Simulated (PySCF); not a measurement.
C6H11OP.
Numbering: `[O:1]=[P@:2]12[CH2:3][CH2:4][C@H:5]([CH2:6][CH2:7]1)[CH2:8]2` (hydrogens: H9, H10 on C3; H11, H12 on C4; H13 on C5; H14, H15 on C6; H16, H17 on C7; H18, H19 on C8)

Computed by this run: PySCF, PBE0-D3(BJ)/def2-SVP geometry optimisation, gas phase; density fitting, grid level 1; the optimiser is geomeTRIC in internal coordinates, started from a GFN2-xTB structure.

Geometry at step 0:
```
atom  x, y, z in Å
O1     -0.3827   -2.5442    1.3679
P2     -0.1900   -1.2724    0.6661
C3     -1.4494   -0.6829   -0.5343
C4     -1.1327    0.8123   -0.6823
C5      0.1055    1.1314    0.1737
C6      1.3712    0.5464   -0.4775
C7      1.3409   -0.9790   -0.3060
C8     -0.0830    0.3697    1.4814
H9     -2.4453   -0.8634   -0.1262
H10    -1.3747   -1.2316   -1.4739
H11    -1.9739    1.4133   -0.3314
H12    -0.9501    1.0803   -1.7234
H13     0.2089    2.2106    0.3085
H14     1.4188    0.8278   -1.5301
H15     2.2528    0.9635    0.0130
H16     2.1979   -1.3574    0.2537
H17     1.3040   -1.5147   -1.2552
H18     0.7667    0.4557    2.1574
H19    -0.9946    0.6439    2.0110
```

Q: Give the atomic forces at this geometry.

A: 
```json
{"atom": "O1", "Fx (eV/Å)": "-0.242", "Fy (eV/Å)": "-1.520", "Fz (eV/Å)": "0.873"}
{"atom": "P2", "Fx (eV/Å)": "0.191", "Fy (eV/Å)": "1.303", "Fz (eV/Å)": "-0.751"}
{"atom": "C3", "Fx (eV/Å)": "0.228", "Fy (eV/Å)": "0.047", "Fz (eV/Å)": "0.086"}
{"atom": "C4", "Fx (eV/Å)": "0.148", "Fy (eV/Å)": "-0.052", "Fz (eV/Å)": "0.164"}
{"atom": "C5", "Fx (eV/Å)": "0.029", "Fy (eV/Å)": "0.095", "Fz (eV/Å)": "-0.117"}
{"atom": "C6", "Fx (eV/Å)": "-0.171", "Fy (eV/Å)": "-0.022", "Fz (eV/Å)": "0.140"}
{"atom": "C7", "Fx (eV/Å)": "-0.229", "Fy (eV/Å)": "0.093", "Fz (eV/Å)": "0.054"}
{"atom": "C8", "Fx (eV/Å)": "0.024", "Fy (eV/Å)": "-0.015", "Fz (eV/Å)": "-0.309"}
{"atom": "H9", "Fx (eV/Å)": "-0.243", "Fy (eV/Å)": "-0.133", "Fz (eV/Å)": "0.145"}
{"atom": "H10", "Fx (eV/Å)": "0.024", "Fy (eV/Å)": "-0.221", "Fz (eV/Å)": "-0.235"}
{"atom": "H11", "Fx (eV/Å)": "-0.245", "Fy (eV/Å)": "0.179", "Fz (eV/Å)": "0.055"}
{"atom": "H12", "Fx (eV/Å)": "0.006", "Fy (eV/Å)": "0.140", "Fz (eV/Å)": "-0.316"}
{"atom": "H13", "Fx (eV/Å)": "0.025", "Fy (eV/Å)": "0.265", "Fz (eV/Å)": "0.054"}
{"atom": "H14", "Fx (eV/Å)": "0.069", "Fy (eV/Å)": "0.135", "Fz (eV/Å)": "-0.307"}
{"atom": "H15", "Fx (eV/Å)": "0.261", "Fy (eV/Å)": "0.131", "Fz (eV/Å)": "0.101"}
{"atom": "H16", "Fx (eV/Å)": "0.187", "Fy (eV/Å)": "-0.177", "Fz (eV/Å)": "0.176"}
{"atom": "H17", "Fx (eV/Å)": "-0.027", "Fy (eV/Å)": "-0.223", "Fz (eV/Å)": "-0.238"}
{"atom": "H18", "Fx (eV/Å)": "0.300", "Fy (eV/Å)": "-0.042", "Fz (eV/Å)": "0.237"}
{"atom": "H19", "Fx (eV/Å)": "-0.335", "Fy (eV/Å)": "0.018", "Fz (eV/Å)": "0.187"}
```

The largest, 1.77 eV/Å, acts on O1; the rms over all components is 0.350 eV/Å. The forces sum to zero within rounding, as they must for an isolated molecule in no field.

Q: Give the force on O1 in Eh/bohr and in nN.

A: 1.769 eV/Å ÷ 51.422 = 0.03440 Eh/bohr, and 1.769 eV/Å × 1.602 = 2.83 nN.

Q: How far is this geometry from the end of the optimisation?

A: 0.055 eV above it, and 0.025 Å rms away after alignment. The bonds farthest from their final lengths, with half the difference of the two atoms' forces along the bond (positive lengthens):

```csv
bond,now (Å),final (Å),force along bond (eV/Å)
O1=P2,1.465,1.492,+1.64
C6–C7,1.535,1.546,-0.06
C8–H18,1.089,1.100,+0.28
C8–H19,1.089,1.100,+0.27
C3–C4,1.535,1.546,-0.06
C4–H12,1.090,1.100,+0.24
```

The angle farthest from its final value is P2–C8–H19, 113.1° against 112.0°.

Of the 6 listed bonds off by 0.010 Å or more, this force points towards the final length in 4.

The cost below is that of the whole optimisation. The run took 44 s wall on one thread of an AMD EPYC 7R43, shared host with 256 logical CPUs at a one-minute load of 79, and the process peaked at 0.76 GiB of memory.
